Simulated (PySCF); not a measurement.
C2H6INSi (SMILES CN(C)[Si]I), singlet, at a GFN2-xTB geometry (all electrons, no relativity), with bond 8-4 at 2.4 times its length; PySCF with CASSCF(4,4)/STO-3G.

Input for PySCF:
```python
from pyscf import gto, scf, mcscf
import numpy

mol = gto.Mole()
mol.atom = '''
    Si   -0.49195453   -0.48920012    1.22678545
    I     0.52761544    1.25132215   -0.27001237
    N    -0.72520664   -1.83778484    0.20154770
    C    -1.30761325   -3.01436061    0.79416210
    C    -0.44260902   -2.03835228   -1.19618646
    H    -2.24482232   -3.27462294    0.29037495
    H    -0.62706126   -3.86780058    0.70257605
    H    -1.80407154   -2.60907122    3.32583781
    H     0.25523133   -2.87302575   -1.32647531
    H    -1.36344013   -2.27951430   -1.73890837
    H    -0.00391161   -1.15004719   -1.63962260
'''
mol.basis = 'sto-3g'
mol.verbose = 4
mol.build()

mf = scf.RHF(mol)
mf.kernel()
mc = mcscf.CASSCF(mf, 4, 4)
mc.kernel()
occ = numpy.linalg.eigvalsh(mc.fcisolver.make_rdm1(mc.ci, mc.ncas, mc.nelecas))[::-1]
ss = mc.fcisolver.spin_square(mc.ci, mc.ncas, mc.nelecas)[0]
print('natural occupations', occ.round(4), ' <S^2>', round(ss, 4))
```

**Question.** What does PySCF print? Leave out banner, timings and long lists.

**Answer.** 
```
PySCF version 2.14.0

[INPUT] verbose = 4
[INPUT] num. atoms = 11
[INPUT] num. electrons = 92
[INPUT] charge = 0
[INPUT] spin (= nelec alpha-beta = 2S) = 0
[INPUT] symmetry False subgroup None
[INPUT] Mole.unit = angstrom
[INPUT] Symbol           X                Y                Z      unit          X                Y                Z       unit  Magmom
[INPUT]  1 Si    -0.491954530000  -0.489200120000   1.226785450000 AA   -0.929659327439  -0.924454246904   2.318288514101 Bohr   0.0
[INPUT]  2 I      0.527615440000   1.251322150000  -0.270012370000 AA    0.997048680692   2.364656157102  -0.510249429545 Bohr   0.0
[INPUT]  3 N     -0.725206640000  -1.837784840000   0.201547700000 AA   -1.370441933316  -3.472910023478   0.380869954036 Bohr   0.0
[INPUT]  4 C     -1.307613250000  -3.014360610000   0.794162100000 AA   -2.471030919352  -5.696315993577   1.500748867509 Bohr   0.0
[INPUT]  5 C     -0.442609020000  -2.038352280000  -1.196186460000 AA   -0.836409828062  -3.851927554583  -2.260464803313 Bohr   0.0
[INPUT]  6 H     -2.244822320000  -3.274622940000   0.290374950000 AA   -4.242099383111  -6.188140517818   0.548729128934 Bohr   0.0
[INPUT]  7 H     -0.627061260000  -3.867800580000   0.702576050000 AA   -1.184974044725  -7.309083800634   1.327676316179 Bohr   0.0
[INPUT]  8 H     -1.804071540000  -2.609071220000   3.325837810000 AA   -3.409201119722  -4.930430045285   6.284922595623 Bohr   0.0
[INPUT]  9 H      0.255231330000  -2.873025750000  -1.326475310000 AA    0.482317312108  -5.429231816323  -2.506675046898 Bohr   0.0
[INPUT] 10 H     -1.363440130000  -2.279514300000  -1.738908370000 AA   -2.576528432941  -4.307657724030  -3.286060575014 Bohr   0.0
[INPUT] 11 H     -0.003911610000  -1.150047190000  -1.639622600000 AA   -0.007391871606  -2.173274219426  -3.098437661647 Bohr   0.0

nuclear repulsion = 485.249719813079
number of shells = 31
number of NR pGTOs = 171
number of NR cGTOs = 57
basis = sto-3g
ecp = {}

******** <class 'pyscf.scf.hf.RHF'> ********
method = RHF
initial guess = minao
damping factor = 0
level_shift factor = 0
DIIS = <class 'pyscf.scf.diis.CDIIS'>
diis_start_cycle = 1
diis_space = 8
diis_damp = 0
SCF conv_tol = 1e-09
SCF conv_tol_grad = None
SCF max_cycles = 50
direct_scf = True
direct_scf_tol = 1e-13
Set gradient conv threshold to 3.16228e-05
Initial guess from minao.
init E= -7246.20337262853
  HOMO = -0.248506731626775  LUMO = -0.139438242098899  gap/eV = 2.96790
cycle= 1 E= -7267.90707446026  delta_E= -21.7  |g|= 0.412  |ddm|= 4.12
  HOMO = -0.172918984259587  LUMO = 0.030462129266435  gap/eV = 5.53428
cycle= 2 E= -7267.97271886395  delta_E= -0.0656  |g|= 0.34  |ddm|= 1.49
  HOMO = -0.199707725267424  LUMO = 0.0519320562083148  gap/eV = 6.84747
cycle= 3 E= -7268.02303279851  delta_E= -0.0503  |g|= 0.0942  |ddm|= 0.719
  HOMO = -0.214823247477186  LUMO = 0.0688708652783478  gap/eV = 7.71971
cycle= 4 E= -7268.02824646937  delta_E= -0.00521  |g|= 0.0264  |ddm|= 0.214
  HOMO = -0.217078007865534  LUMO = 0.0727436828666241  gap/eV = 7.88645
cycle= 5 E= -7268.02865317299  delta_E= -0.000407  |g|= 0.00701  |ddm|= 0.0677
  HOMO = -0.217143091169105  LUMO = 0.07219783926085  gap/eV = 7.87337
cycle= 6 E= -7268.02872079625  delta_E= -6.76e-05  |g|= 0.00288  |ddm|= 0.0294
  HOMO = -0.216818690645796  LUMO = 0.0724556872449441  gap/eV = 7.87156
cycle= 7 E= -7268.02873048072  delta_E= -9.68e-06  |g|= 0.000599  |ddm|= 0.0127
  HOMO = -0.216802038325645  LUMO = 0.0726306416299382  gap/eV = 7.87586
cycle= 8 E= -7268.02873097035  delta_E= -4.9e-07  |g|= 0.000158  |ddm|= 0.00282
  HOMO = -0.216815375209136  LUMO = 0.0726192440017147  gap/eV = 7.87592
cycle= 9 E= -7268.02873100318  delta_E= -3.28e-08  |g|= 4.58e-05  |ddm|= 0.000739
  HOMO = -0.216809679943665  LUMO = 0.0726216795426069  gap/eV = 7.87583
cycle= 10 E= -7268.02873100635  delta_E= -3.17e-09  |g|= 1.26e-05  |ddm|= 0.000262
  HOMO = -0.216811027413812  LUMO = 0.0726217455382542  gap/eV = 7.87587
cycle= 11 E= -7268.02873100661  delta_E= -2.56e-10  |g|= 2.39e-06  |ddm|= 6.86e-05
  HOMO = -0.216810667723411  LUMO = 0.0726220511296696  gap/eV = 7.87587
Extra cycle  E= -7268.02873100661  delta_E=    0  |g|= 1.11e-06  |ddm|= 8.51e-06
converged SCF energy = -7268.02873100661

******** <class 'pyscf.mcscf.mc1step.CASSCF'> ********
CAS (2e+2e, 4o), ncore = 44, nvir = 9
max_cycle_macro = 50
max_cycle_micro = 4
conv_tol = 1e-07
conv_tol_grad = None
orbital rotation max_stepsize = 0.02
orbital rotation threshold for CI restart = 0.01
augmented hessian ah_max_cycle = 30
augmented hessian ah_conv_tol = 1e-12
augmented hessian ah_linear dependence = 1e-14
augmented hessian ah_level shift = 1e-08
augmented hessian ah_start_tol = 2.5
augmented hessian ah_start_cycle = 3
augmented hessian ah_grad_trust_region = 3
kf_trust_region = 3
kf_interval = 4
ci_response_space = 4
ci_grad_trust_region = 3
with_dep4 0
natorb = False
canonicalization = True
sorting_mo_energy = False
ao2mo_level = 2
internal_rotation = False
******** <class 'pyscf.fci.direct_spin1.FCISolver'> ********
max. cycles = 50
conv_tol = 1e-08
davidson only = False
linear dependence = 1e-12
level shift = 0.001
max iter space = 12
nroots = 1
pspace_size = 400
spin = None
CASCI E = -7268.17793683845  S^2 = 0.0000000
Set conv_tol_grad to 0.000316228
macro iter   1 ( 21 JK    4 micro), CASSCF E = -7268.20902717197  dE = -3.10903335e-02  S^2 = 0.0000000
               |grad[o]|=0.115  |grad[c]|=0.0269  |ddm|=0.093  |maxRot[o]|=0.132
macro iter   2 ( 21 JK    4 micro), CASSCF E = -7268.21547926386  dE = -6.45209190e-03  S^2 = 0.0000000
               |grad[o]|=0.0363  |grad[c]|=0.0123  |ddm|=0.0136  |maxRot[o]|= 0.15
macro iter   3 ( 21 JK    4 micro), CASSCF E = -7268.21744444895  dE = -1.96518509e-03  S^2 = 0.0000000
               |grad[o]|=0.0197  |grad[c]|=0.0104  |ddm|=0.00937  |maxRot[o]|=0.0584
macro iter   4 ( 21 JK    4 micro), CASSCF E = -7268.21755442625  dE = -1.09977299e-04  S^2 = 0.0000000
               |grad[o]|=0.00955  |grad[c]|=0.00663  |ddm|=0.00344  |maxRot[o]|=0.0212
macro iter   5 ( 21 JK    4 micro), CASSCF E = -7268.21780749682  dE = -2.53070572e-04  S^2 = 0.0000000
               |grad[o]|=0.00777  |grad[c]|=0.00609  |ddm|=0.00428  |maxRot[o]|=0.0211
macro iter   6 ( 21 JK    4 micro), CASSCF E = -7268.21791826015  dE = -1.10763331e-04  S^2 = 0.0000000
               |grad[o]|=0.00692  |grad[c]|=0.00548  |ddm|=0.00391  |maxRot[o]|=0.0129
macro iter   7 ( 21 JK    4 micro), CASSCF E = -7268.21797706019  dE = -5.88000403e-05  S^2 = 0.0000000
               |grad[o]|=0.00656  |grad[c]|=0.00521  |ddm|=0.00404  |maxRot[o]|=0.00712
macro iter   8 ( 21 JK    4 micro), CASSCF E = -7268.21799815166  dE = -2.10914659e-05  S^2 = 0.0000000
               |grad[o]|=0.00636  |grad[c]|=0.0051  |ddm|=0.00398  |maxRot[o]|=0.00418
macro iter   9 ( 21 JK    4 micro), CASSCF E = -7268.21800490215  dE = -6.75049250e-06  S^2 = 0.0000000
               |grad[o]|=0.00628  |grad[c]|=0.00508  |ddm|=0.00402  |maxRot[o]|=0.00246
macro iter  10 ( 21 JK    4 micro), CASSCF E = -7268.21800276597  dE =  2.13618114e-06  S^2 = 0.0000000
               |grad[o]|=0.00624  |grad[c]|=0.00508  |ddm|=0.00407  |maxRot[o]|=0.00161
macro iter  11 ( 21 JK    4 micro), CASSCF E = -7268.21883920780  dE = -8.36441825e-04  S^2 = 0.0000000
               |grad[o]|=0.00624  |grad[c]|=0.00291  |ddm|=0.00403  |maxRot[o]|=0.048
macro iter  12 ( 20 JK    4 micro), CASSCF E = -7268.21970261901  dE = -8.63411214e-04  S^2 = 0.0000000
               |grad[o]|=0.00486  |grad[c]|=0.00103  |ddm|=0.00177  |maxRot[o]|=0.0765
macro iter  13 ( 18 JK    4 micro), CASSCF E = -7268.21981573479  dE = -1.13115783e-04  S^2 = 0.0000000
               |grad[o]|=0.00241  |grad[c]|=0.00288  |ddm|=0.000356  |maxRot[o]|=0.0148
macro iter  14 ( 14 JK    4 micro), CASSCF E = -7268.21990853081  dE = -9.27960182e-05  S^2 = 0.0000000
               |grad[o]|=0.0019  |grad[c]|=0.0022  |ddm|=0.000681  |maxRot[o]|=0.0185
macro iter  15 (  8 JK    3 micro), CASSCF E = -7268.21997097225  dE = -6.24414388e-05  S^2 = 0.0000000
               |grad[o]|=0.00125  |grad[c]|=0.000812  |ddm|=0.00039  |maxRot[o]|=0.0338
macro iter  16 (  7 JK    2 micro), CASSCF E = -7268.21997342639  dE = -2.45413867e-06  S^2 = 0.0000000
               |grad[o]|=0.000246  |grad[c]|=4.83e-05  |ddm|=0.000109  |maxRot[o]|=0.008
macro iter  17 (  1 JK    1 micro), CASSCF E = -7268.21997342639  dE = -3.63797881e-12  S^2 = 0.0000000
               |grad[o]|=2.59e-05  |grad[c]|=1.96e-06  |ddm|=4.44e-06  |maxRot[o]|=    0
1-step CASSCF converged in  17 macro (299 JK  62 micro) steps
CASSCF canonicalization
Density matrix diagonal elements [1.7971504  1.46848831 0.7013603  0.03300099]
CASSCF energy = -7268.21997342639
CASCI E = -7268.21997342639  E(CI) = -3.10268689090390  S^2 = 0.0000000
natural occupations [1.9671 1.3006 0.6993 0.033 ]  <S^2> 0.0
```
